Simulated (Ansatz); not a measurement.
Frontier orbitals of C$_{3}$H$_{8}$Zn (`C[CH](C)[ZnH]`).

Cartesian coordinates in Å:
```
C 0.2747 0.1722 -1.3480
C -0.1333 0.3952 0.1062
C -0.9670 -0.7759 0.6204
Zn 1.4093 0.7812 1.2655
H 0.8125 1.0264 -1.7689
H 0.9202 -0.7051 -1.4596
H -0.6048 -0.0022 -1.9826
H -0.7601 1.2962 0.1447
H -0.3961 -1.7101 0.6267
H -1.3359 -0.6141 1.6371
H -1.8433 -0.9476 -0.0193
H 2.6237 1.0839 2.1778
```

Charge 0, multiplicity 1. Correlated methods include outer-core shells of Zn, which these sets cover unevenly. Scalar relativity is left out up to krypton. The structure was optimised at the PBE0-D4/def2-TZVP level. Basis def2-TZVPP, Ansatz.

| functional | HOMO (eV) | LUMO (eV) | gap (eV) |
| --- | --- | --- | --- |
| PBE | -5.66 | -1.10 | 4.56 |
| PBE0 | -6.73 | -0.38 | 6.35 |
| BHLYP | -7.76 | 0.21 | 7.97 |
| ωB97X-V | -9.02 | 1.29 | 10.31 |
| ωB97M-V | -8.90 | 0.92 | 9.82 |
| HF | -9.32 | 1.83 | 11.15 |

Against PBE, PBE0 changes HOMO and LUMO by −1.07 and +0.73 eV, ωB97M-V by −3.24 and +2.02 eV. A gap of 4.55 eV thus becomes 9.82 eV for the same molecule, so an orbital gap means little without its functional. A positive LUMO is unbound and depends on the basis.
